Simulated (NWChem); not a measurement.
TlCl; SMILES [Cl][Tl]

```xyz
2

Tl     0.0000     0.0000    -0.4220
Cl     0.0000     0.0000     2.1145
```
Atoms are numbered in this order, from 1.

All runs: NWChem. All runs use the structure optimised with PBE-D3(BJ)/def2-SVP. def2 effective core potentials on Tl; no spin-orbit coupling. Level: PBE0/def2-SVPD; rows give the wavelength of the field.

Q: Among these, which field gives the highest value of “isotropic polarisability (bohr³)”?
(A) static
(B) 1065 nm
(C) 589 nm

A: C, 589 nm. Values: static 53.8; 1065 nm 54.9; 589 nm 57.5
